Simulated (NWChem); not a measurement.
Molecule: CH5AlS; SMILES [CH3][AlH][SH]

All runs: NWChem. Pople sets run with spherical d functions. Each level has its own optimisation; frequencies are unscaled. One conformer.

```csv
level,r Al–H (Å),r Al–C (Å),r Al–S (Å),r C–H (Å),highest harmonic frequency (cm⁻¹),lowest (cm⁻¹),zero-point energy (kcal/mol),dipole (D)
Hartree-Fock/6-31G*,1.579,1.967,2.204,1.088,3256,23,34.6,2.31
BLYP/def2-SVP,1.592,1.971,2.217,1.111,3038,55,31.4,1.79
B3LYP/6-31G*,1.585,1.962,2.208,1.097,3123,40,32.7,2.24
```
